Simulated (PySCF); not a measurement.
C₆H₈O₂Si, SMILES c1(ccco1)[SiH2]CC=O, GFN2-xTB optimised geometry.

```
17

O      1.43    -2.83     0.77
C      0.24    -3.03     0.77
C     -0.69    -2.71    -0.33
Si    -1.54    -1.02     0.02
C     -0.25     0.32     0.00
C      1.12     0.32     0.00
C      1.53     1.68     0.00
C      0.38     2.41     0.00
O     -0.70     1.61     0.00
H     -0.25    -3.46     1.66
H     -0.15    -2.64    -1.27
H     -1.46    -3.47    -0.40
H     -2.23    -1.09     1.32
H     -2.53    -0.82    -1.05
H      1.75    -0.54     0.01
H      2.53     2.05     0.00
H      0.20     3.47     0.00
```

Density from CAM-B3LYP/def2-SVP (PySCF 2.14.0) at that geometry.

Minimum of the electron density along straight lines between bonded atoms, close to the bond critical point (lines longer than 1.1 times the sum of covalent radii, or with two minima, are not listed):

```
bond     length / Å  ρ at the minimum / e bohr⁻³  ∇²ρ there / e bohr⁻⁵  position (fraction from the first atom)
-------  ----------  ---------------------------  --------------------  ---------------------------------------
O1–C2         1.203                        0.415                  0.47                                     0.67
C2–C3         1.474                        0.273                 -0.68                                     0.51
C3–Si4        1.925                        0.105                  0.29                                     0.62
Si4–C5        1.866                        0.116                  0.38                                     0.38
C5–C6         1.372                        0.322                 -0.82                                     0.51
C6–C7         1.411                        0.296                 -0.72                                     0.50
C7–C8         1.362                        0.328                 -0.85                                     0.48
C5–O9         1.360                        0.277                  0.07                                     0.33
C8–O9         1.338                        0.294                  0.06                                     0.33
C2–H10        1.109                        0.276                 -1.05                                     0.64
C3–H11        1.089                        0.273                 -1.01                                     0.64
C3–H12        1.087                        0.273                 -0.99                                     0.63
Si4–H13       1.469                        0.117                  0.32                                     0.49
Si4–H14       1.467                        0.118                  0.32                                     0.49
C6–H15        1.071                        0.289                 -1.17                                     0.65
C7–H16        1.071                        0.286                 -1.12                                     0.64
C8–H17        1.073                        0.291                 -1.19                                     0.65
```
